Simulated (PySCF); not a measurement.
Species: C₆H₅F₃O.
Structure used (GFN2-xTB), in Å, numbered top down from 1:
```
atom  x, y, z in Å
C1     2.137   -0.460   -0.754
C2     1.446    0.162    0.181
C3     0.258    1.031   -0.104
C4    -1.013    0.363    0.411
C5    -1.647    0.819    1.451
O6    -2.187    1.289    2.358
C7    -1.418   -0.914   -0.251
F8    -2.713   -1.206   -0.061
F9    -0.727   -1.981    0.197
F10   -1.221   -0.879   -1.575
H11    1.887   -0.368   -1.799
H12    2.980   -1.085   -0.516
H13    1.696    0.050    1.228
H14    0.365    1.997    0.391
H15    0.153    1.191   -1.179
```

PySCF, density fitting, gas phase, GFN2-xTB geometry. The standard run uses grid level 2 after a coarse-grid start, the def2-universal JK fitting basis (with tight functions added where the orbital basis needs them), an energy threshold of 1e-9 Eh and DIIS. The changed runs have no coarse-grid stage.

Q: Standard PBE0/pcSseg-1: E = -605.661791 Eh, HOMO -7.519 eV, LUMO -1.782 eV, dipole 2.179 D, 14 cycles (coarse-grid cycles included). What changes at PBE0/pcSseg-1 with: energy threshold 1e-08 Eh?

A: E = -605.661791 Eh (0.000 mEh), HOMO -7.519 eV (0.000), LUMO -1.783 eV (-0.001), dipole 2.179 D (0.000), 10 SCF cycles. The result matches the standard run within 0.02 mEh and 0.003 eV; such settings steer the iterations and don't enter the energy expression.

The cycles:
```
cycle   1  E = -605.4486130390  dE =  1.793e+00  |g| = 1.088e+00  |ddm| = 3.684e+00
cycle   2  E = -604.9650343486  dE =  4.836e-01  |g| = 2.012e+00  |ddm| = 1.926e+00
cycle   3  E = -605.6316793591  dE = -6.666e-01  |g| = 3.790e-01  |ddm| = 1.460e+00
cycle   4  E = -605.6607859365  dE = -2.911e-02  |g| = 7.360e-02  |ddm| = 3.038e-01
cycle   5  E = -605.6616856692  dE = -8.997e-04  |g| = 2.213e-02  |ddm| = 6.267e-02
cycle   6  E = -605.6617810683  dE = -9.540e-05  |g| = 6.657e-03  |ddm| = 2.083e-02
cycle   7  E = -605.6617897071  dE = -8.639e-06  |g| = 2.607e-03  |ddm| = 6.058e-03
cycle   8  E = -605.6617911227  dE = -1.416e-06  |g| = 4.155e-04  |ddm| = 2.160e-03
cycle   9  E = -605.6617911609  dE = -3.823e-08  |g| = 2.246e-04  |ddm| = 5.526e-04
cycle  10  E = -605.6617911702  dE = -9.264e-09  |g| = 6.951e-05  |ddm| = 1.849e-04
```
